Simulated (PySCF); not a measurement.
This PySCF input asks for the NMR shieldings of `CB(B(BSC)SC)C`, C$_{4}$H$_{13}$B$_{3}$S$_{2}$; the geometry comes from GFN2-xTB.

```python
import basis_set_exchange as bse
import numpy as np
from pyscf import gto, dft
from pyscf.prop import nmr

atoms = """
C     2.270354   -0.490129    1.362362
S     2.718480    0.076265   -0.320760
B     1.181085    0.551875   -1.046924
B    -0.287412    0.465844   -0.318781
S    -0.985525    1.869670    0.521029
C     0.268576    3.199554    0.340032
B    -1.176755   -0.921012   -0.414424
C    -1.990007   -1.241524   -1.738093
C    -1.206357   -2.033797    0.714983
H     1.711032   -1.416223    1.284679
H     3.195105   -0.656995    1.904922
H     1.674595    0.266868    1.861345
H     1.322195    0.925801   -2.153653
H     1.201685    2.896584    0.804154
H     0.423774    3.405085   -0.713996
H    -0.125271    4.079848    0.838047
H    -1.284382   -1.466872   -2.538470
H    -2.568989   -0.388508   -2.087442
H    -2.663758   -2.090832   -1.651757
H    -2.234395   -2.293258    0.964030
H    -0.705000   -1.766967    1.642793
H    -0.749442   -2.951891    0.344290
"""
names = dict.fromkeys(["C", "S", "B", "H"], "pcSseg-1")
basis = {el: gto.basis.parse(bse.get_basis(n, elements=[el], fmt="nwchem")) for el, n in names.items()}
mol = gto.M(atom=atoms, basis=basis, charge=0, verbose=0)
mf = dft.RKS(mol, xc="PBE0")
mf.grids.level = 2
mf.grids.alignment = dft.numint.BLKSIZE   # the property module wants whole blocks of grid points
mf.conv_tol = 1e-9
mf.kernel()

calc = nmr.RKS(mf)   # GIAO
C = mf.mo_coeff
Co = C[:, mf.mo_occ > 0]
resp = mf.gen_response(singlet=True, hermi=2)
def vind(x):   # induced exchange potential for any number of trial vectors
    d = np.einsum("pi,xij,qj->xpq", C, 2 * x.reshape(-1, C.shape[1], Co.shape[1]), Co, optimize=True)
    return np.einsum("xpq,pi,qj->xij", resp(d - d.transpose(0, 2, 1)), C, Co, optimize=True).ravel()
mo1, _ = nmr.rhf.solve_mo1(calc, with_cphf=vind)
sigma = calc.kernel(mo1)
for i, s in enumerate(sigma):   # ppm
    print("%2d %-2s %9.2f" % (i, mol.atom_pure_symbol(i), np.trace(s) / 3))
```

Task: Give the expected output.

Result: 
```
 0 C     164.48
 1 S     396.41
 2 B      23.78
 3 B       7.08
 4 S     443.85
 5 C     162.99
 6 B       0.69
 7 C     168.00
 8 C     168.74
 9 H      29.21
10 H      29.58
11 H      29.30
12 H      23.43
13 H      29.48
14 H      29.49
15 H      29.65
16 H      30.91
17 H      30.32
18 H      30.68
19 H      30.64
20 H      30.26
21 H      30.78
```

These numbers come from an equivalent density-fitted implementation of the same equations, which agrees with the script to about 0.01 ppm for H and up to a few tenths of a ppm for heavy atoms, so last digits may differ.

Size and cost of the density-fitted run: 232 basis functions, 98 s wall time on 1 thread of an Arm Neoverse N1, shared host; peak memory 0.97 GiB.
